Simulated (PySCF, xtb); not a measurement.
SnHFCl₂, SMILES [F][SnH]([Cl])[Cl].

GFN2-xTB (xtb 6.7.1) at its own geometry gives an orbital gap of 3.57 eV and a dipole moment of 3.35 D.

Geometry optimised at PBE0-D3(BJ)/def2-SVP. The def2 effective core potentials stand for the cores of Sn; spin–orbit coupling is left out.

Task: What does PySCF with HF/def2-TZVPD give? (An estimate is asked for; the answer gives what the named calculation found.)

Result: gap 13.90 eV (levels -12.97 and 0.93 eV), dipole 2.77 D.
